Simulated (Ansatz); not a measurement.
The cluster Cd2F2⁺. Total charge 1; doublet. Geometry r2SCAN-D4/def2-TZVP; atoms count from 1.

```xyz
4

Cd   -0.884    0.593   -0.158
Cd    2.567   -1.718    0.454
F     0.774   -0.505    0.119
F    -2.457    1.630   -0.415
```

In the def2 sets Cd takes a core potential; there is no spin–orbit coupling. The structure comes from a short search, and lower isomers may exist.

Question: Estimate the Mulliken populations from the PBE0/def2-TZVP orbitals of Ansatz.

Answer: 
| atom | charge (e) | spin (α − β) | d electrons |
| --- | --- | --- | --- |
| Cd1 | 1.21 | 0.02 | 10.00 |
| Cd2 | 0.87 | 0.97 | 10.01 |
| F3 | -0.60 | 0.01 | – |
| F4 | -0.48 | 0.00 | – |
Mulliken values and Mayer orders depend strongly on the basis.

Question: Where does the spin sit?

Answer: Summed by element: Cd 0.99, F 0.01, of 1 unpaired in all. Largest on single atoms: Cd2 0.97, Cd1 0.02, F3 0.01.

Question: And the Mayer bond orders between bonded heavy atoms (over 0.3)?

Answer: Cd1–F3 0.39 (2.01 Å); Cd1–F4 0.84 (1.90 Å).
